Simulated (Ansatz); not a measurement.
One change: `O[SiH2][SiH2][ZnH]` becomes `C=C[SiH2][SiH2]O`.

Ansatz, PBE0-D4/def2-TZVP geometries, multiplicity 1. Each molecule was computed in one conformer, which needn't be the lowest.

Scalar relativity is left out up to krypton.

| property | `O[SiH2][SiH2][ZnH]` |
| --- | --- |
| HOMO–LUMO gap (PBE/def2-TZVPP) / eV | 4.03 |
| HOMO–LUMO gap (PBE0/def2-TZVPP) / eV | 5.75 |
| HOMO–LUMO gap (B3LYP/def2-TZVPP) / eV | 5.34 |
| HOMO energy (ωB97M-V/def2-TZVPP) / eV | -9.11 |
| LUMO energy (PBE0/def2-TZVPP) / eV | -1.40 |
| HOMO energy (PBE0/def2-TZVPP) / eV | -7.15 |

Problem. What does the change do to each property? (Best estimate.)

Solution. The calculation gave: 
```tsv
property	`C=C[SiH2][SiH2]O`	shift
HOMO–LUMO gap (PBE/def2-TZVPP) / eV	4.84	0.81
HOMO–LUMO gap (PBE0/def2-TZVPP) / eV	6.85	1.10
HOMO–LUMO gap (B3LYP/def2-TZVPP) / eV	6.46	1.12
HOMO energy (ωB97M-V/def2-TZVPP) / eV	-9.56	-0.45
LUMO energy (PBE0/def2-TZVPP) / eV	-0.64	0.76
HOMO energy (PBE0/def2-TZVPP) / eV	-7.49	-0.34
```

With PBE0 the HOMO falls by 0.34 eV and the LUMO rises by 0.76 eV, so the gap widens by about 1.10 eV. PBE moves the HOMO by -0.27 eV and ωB97M-V by -0.45 eV.

B3LYP here is the variant with VWN-RPA as its local correlation; programs differ in this.
